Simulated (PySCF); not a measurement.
Gas-phase reaction: 2 SiI2 + O = SiI4 + SiO

Energies from PySCF, thermal terms from the rigid-rotor harmonic-oscillator model, ideal gas at 1 bar. † marks an energy on the PBE0/def2-TZVP geometry and frequencies. MP2 freezes the core. Open shells (unrestricted): O (multiplicity 3, electronic degeneracy 9); the rest are closed-shell singlets. Spin-orbit splitting is ignored; it lowers the true energy and changes the entropy of O. B3LYP is the form with VWN-RPA correlation. I: scalar-relativistic def2 core potential, no spin-orbit coupling. MP2 isn't extrapolated to the basis-set limit; its ΔH°(298 K) is -644.5 kJ in def2-SVP and -705.5 kJ in def2-TZVPP. The harmonic model lacks anharmonicity and excited electronic states, which grow with temperature; levels with a mode under 35 cm⁻¹ are left out. Soft modes under 120 cm⁻¹ make the harmonic entropy rough for SiI2, SiI4.

ΔH° and ΔS° at 298 K: B3LYP/def2-TZVP† -591 kJ, -179 J/K; BLYP/def2-TZVP† -594 kJ, -179 J/K; HF/def2-TZVP† -393 kJ, -179 J/K; M06-2X/def2-TZVP† -617 kJ, -179 J/K; MP2/def2-TZVPP† -706 kJ, -179 J/K; PBE/def2-TZVP† -625 kJ, -179 J/K.

With the heat capacities included, give log10 K (1 bar) at 500, 600, 1000, 1400, 1800 K from B3LYP/def2-TZVP†, BLYP/def2-TZVP†, HF/def2-TZVP†, M06-2X/def2-TZVP†, MP2/def2-TZVPP†, PBE/def2-TZVP†.


```json
[
 {"T (K)": "500", "B3LYP/def2-TZVP†": "52.4", "BLYP/def2-TZVP†": "52.7", "HF/def2-TZVP†": "31.7", "M06-2X/def2-TZVP†": "55.1", "MP2/def2-TZVPP†": "64.4", "PBE/def2-TZVP†": "55.9"},
 {"T (K)": "600", "B3LYP/def2-TZVP†": "42.1", "BLYP/def2-TZVP†": "42.4", "HF/def2-TZVP†": "24.8", "M06-2X/def2-TZVP†": "44.3", "MP2/def2-TZVPP†": "52.1", "PBE/def2-TZVP†": "45.0"},
 {"T (K)": "1000", "B3LYP/def2-TZVP†": "21.6", "BLYP/def2-TZVP†": "21.7", "HF/def2-TZVP†": "11.2", "M06-2X/def2-TZVP†": "22.9", "MP2/def2-TZVPP†": "27.6", "PBE/def2-TZVP†": "23.3"},
 {"T (K)": "1400", "B3LYP/def2-TZVP†": "12.8", "BLYP/def2-TZVP†": "12.9", "HF/def2-TZVP†": "5.4", "M06-2X/def2-TZVP†": "13.8", "MP2/def2-TZVPP†": "17.1", "PBE/def2-TZVP†": "14.1"},
 {"T (K)": "1800", "B3LYP/def2-TZVP†": "8.0", "BLYP/def2-TZVP†": "8.1", "HF/def2-TZVP†": "2.2", "M06-2X/def2-TZVP†": "8.7", "MP2/def2-TZVPP†": "11.3", "PBE/def2-TZVP†": "9.0"}
]
```
